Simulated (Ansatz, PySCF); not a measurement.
This PySCF input computes a BLYP/def2-TZVPD energy:

```python
from pyscf import gto, scf, dft

mol = gto.M(
    atom='''
    Na   -0.00000000   -0.00000000   -1.06477101
    O     0.00000000    0.00000000    1.19274953
    H     0.00000000    0.00000000    2.17048488
    ''',
    basis='def2-tzvpd',
    charge=1,
    spin=1,
    symmetry='C2v',
    verbose=4,
)

mf = dft.UKS(mol, xc='blyp').density_fit(auxbasis='def2-universal-jkfit')
mf.grids.level = 3
mf.conv_tol = 1e-9
mf.max_cycle = 100
mf.max_memory = 1500
mf.kernel()
if not mf.converged:
    mf = mf.newton()
    mf.kernel(mf.make_rdm1())
mf.analyze()
```

Problem. Write an input for the same energy in Ansatz (a program for electronic structure) and say what it gives.

Solution. 
Ansatz 0.2 input:
```yaml
crystal:
  periodic: [false, false, false]
  atoms:
    - {symbol: Na, position_ang: [-0.00000000, -0.00000000, -1.06477101]}
    - {symbol: O, position_ang: [0.00000000, 0.00000000, 1.19274953]}
    - {symbol: H, position_ang: [0.00000000, 0.00000000, 2.17048488]}
basis:
  gaussian:
    orbitals: def2-TZVPD
hamiltonian:
  xc: {name: BLYP}
total_charge: 1
magnetization: {spin_polarized: true, initial_magnetization: 1}
output: {forces: true}
```
It gives -237.86472 Eh, and PySCF -237.86476 Eh, a difference of 0.04 mEh, from the treatment of integrals and grids.
